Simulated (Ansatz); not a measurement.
`N[SiH](Cl)Br` + HCl → `N[SiH](Cl)Cl` + HBr at 600 K and 1 bar (ligand exchange at the Si–Br bond).

Isolated molecules relaxed with PBE0-D4/def2-TZVP in Ansatz; ΔE leaves out vibrations. CCSD(T)/CBS adds triple-zeta CCSD(T) − MP2 to the extrapolated MP2 energy (def2 sets, frozen cores). This one scheme is used for every species. For Br outer-core shells are correlated without core-valence functions, which leaves a few kJ/mol of doubt a bond. Scalar relativity is left out up to krypton. Each species was taken in one conformer, which may not be the lowest.

```csv
species,CCSD(T)/CBS energy (Eh),H − E (kJ/mol),S (J/(mol·K))
`N[SiH](Cl)Br`,-3378.82013,150.4,413.6
HCl,-460.38127,35.4,207.2
`N[SiH](Cl)Cl`,-1265.28357,150.8,401.2
HBr,-2573.91920,33.5,219.1
```

H − E and S are ideal-gas, rigid-rotor, harmonic terms from PBE0-D4/def2-TZVP, for one conformer and one mirror image of each species. 1 Eh = 2625.50 kJ/mol, R = 8.31446 J/(mol·K).

Task: By hand: ΔE, ΔH, ΔS and ΔG.

Result: ΔE = (-1265.28357) + (-2573.91920) − (-3378.82013) − (-460.38127) = -0.00137 Eh = -3.6 kJ/mol. Δ(H − E) = 150.8 + 33.5 − 150.4 − 35.4 = -1.5, so ΔH = -5.1 kJ/mol. ΔS = 401.2 + 219.1 − 413.6 − 207.2 = -0.5 J/(mol·K). ΔG = -5.1 − 600 × (-0.5)/1000 = -4.8 kJ/mol.

Task: By hand: the equilibrium constant, and the temperature at which ΔG would vanish if ΔH and ΔS stayed fixed.

Result: log₁₀ K = −ΔG/(RT ln 10) = 0.4. ΔG = 0 at ΔH/ΔS = 10200 K, far beyond where these terms or the molecules hold.

The number of gas molecules stays the same, so ΔS is small and ΔH decides. The sign of ΔG lies within the doubt. A doubt of 5 kJ/mol in ΔE shifts log₁₀ K by 0.4 here. Other conformers and mirror images would add mixing entropy, several J/(mol·K) or more a flexible species. These are equilibria of isolated gas molecules and say nothing of rates. Largest T1 diagnostic: 0.009 (customary marks: 0.02 for closed shells, 0.045 for open ones).
